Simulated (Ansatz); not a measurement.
Single points on the cluster Ca₂O₃.

```yaml
crystal:
  periodic: [false, false, false]
  atoms:
    - {symbol: Ca, position_ang: [-0.709257, -1.282373, 0.316500]}
    - {symbol: Ca, position_ang: [0.162782, 1.472538, -0.229858]}
    - {symbol: O, position_ang: [0.910410, -0.467969, -0.906840]}
    - {symbol: O, position_ang: [1.213115, -0.270992, 0.570195]}
    - {symbol: O, position_ang: [-1.577050, 0.548786, 0.250002]}
basis:
  gaussian: {orbitals: def2-TZVP, initial_orbitals: start.molden}
correlation: {method: mp2}
scf: {omitted_lower_state_checks: [starts]}
output: {orbitals: {seedname: orbitals}}
```

The file start.molden holds the orbitals of an earlier run on this structure, at another level or in another basis.

```sh
$ ansatz run in.yaml --threads 4 --pin off --events-out ev --progress --plain --max-ram 4787MiB
```

Output, abridged:

```
Functional definition: HF
1377 factors; integrals over basis functions are off by at most 9.0e-4 eV
mean field evaluation 1: about -42944.1090 eV, gradient 3.1e1 eV
mean field evaluation 2: about -42945.4303 eV, gradient 2.0e0 eV
mean field evaluation 4: about -42945.6335 eV, gradient 1.3e0 eV
mean field evaluation 8: about -42945.6362 eV, gradient 1.9e-4 eV
mean field -42945.63617437 eV, -1578.2230198102 hartree, gradient 2.6e-6 eV, S^2 0.000000; 0 other end points of the search recorded, 0 dependent functions left out
13 core orbitals not correlated: weight in the atoms' cores, before any rotation towards them, 1.000 or more for the frozen orbitals, at most 0.000 for the correlated occupied ones
reference -42945.63617437 eV, -1578.2230198102 hartree; 19, 19 occupied and 133, 133 virtual orbitals, 1377 factors
second order -31.63416688 eV of doubles, -0.00000000 eV of singles
Total energy: -42977.27034124 eV, -1579.3855540006 hartree
Checks for a lower state left out: starts
```

It took 1.8 s on 4 threads of Arm Neoverse V2 on a shared host.

First input, but with `hamiltonian: {xc: {name: wB97M-V}}` and without the key `correlation` (abridged; 7.5 s):

```
Functional definition: wB97M-V
mean field -43018.87189066 eV, -1580.9143827430 hartree, gradient 2.7e-5 eV, S^2 0.000000
Total energy: -43018.87197806 eV, -1580.9143859551 hartree
Checks for a lower state left out: starts
```

The first input with `gaussian: {orbitals: def2-SVP, initial_orbitals: start.molden}`, `hamiltonian: {xc: pbe, dispersion: d4}` and without the key `correlation` (abridged; 0.9 s):

```
Functional definition: PBE
mean field -42992.26246104 eV, -1579.9365042412 hartree, gradient 1.5e-5 eV, S^2 0.000000
Total energy: -42992.40761137 eV, -1579.9418384174 hartree
Checks for a lower state left out: starts
```

The first input with `hamiltonian: {xc: r2scan, dispersion: d4}` and without the key `correlation` (abridged; 3.6 s):

```
Functional definition: r2SCAN
mean field -43017.55119980 eV, -1580.8658482490 hartree, gradient 1.9e-5 eV, S^2 0.000000
Total energy: -43017.58022117 eV, -1580.8669147649 hartree
Checks for a lower state left out: starts
```

The first input with `hamiltonian: {xc: {name: PBE-QIDH}}` and without the key `correlation`, `output` (abridged; 3.9 s):

```
Functional definition: PBE-QIDH
mean field -42987.07806289 eV, -1579.7459811231 hartree, gradient 5.8e-6 eV, S^2 0.000000
13 core orbitals not correlated: weight in the atoms' cores, before any rotation towards them, 1.000 or more for the frozen orbitals, at most 0.000 for the correlated occupied ones
second order -35.93201680 eV of doubles, -0.00000000 eV of singles
Total energy: -42999.05542503 eV, -1580.1861410633 hartree
Checks for a lower state left out: starts
```

As the first input, with `hamiltonian: {xc: pbe0, dispersion: d4}` and without the key `correlation` (abridged; 2.5 s):

```
Functional definition: PBE0
mean field -43005.74711876 eV, -1580.4320562720 hartree, gradient 2.6e-5 eV, S^2 0.000000
Total energy: -43005.86855993 eV, -1580.4365191528 hartree
Checks for a lower state left out: starts
```

As the first input, with `hamiltonian: {xc: pbe, dispersion: d4}`, `output: {forces: true, orbitals: {seedname: orbitals}}` and without the key `correlation` (abridged; 1.8 s):

```
Functional definition: PBE
mean field -43004.27249173 eV, -1580.3778647284 hartree, gradient 2.0e-5 eV, S^2 0.000000
Total energy: -43004.41761433 eV, -1580.3831978853 hartree
Atom 0 force    -0.054962    -0.143190     0.030137 eV/Å
Atom 1 force     0.037742     0.149129    -0.027451 eV/Å
Atom 2 force     0.065393    -0.053347    -0.162760 eV/Å
Atom 3 force     0.126137    -0.013220     0.132407 eV/Å
Atom 4 force    -0.174311     0.060628     0.027666 eV/Å
Dipole moment:    -0.114159     0.039732     0.018114 e Å
Checks for a lower state left out: starts
```

Geometry: r2SCAN-D4/def2-SVP.

Correlated methods freeze 13 core orbitals; core or outer-core shells of Ca are correlated, in sets that lack core-valence functions. The structure holds one bond between oxygen atoms, so isomers without such links may lie far lower. The structure comes from a short search, and lower isomers may exist.
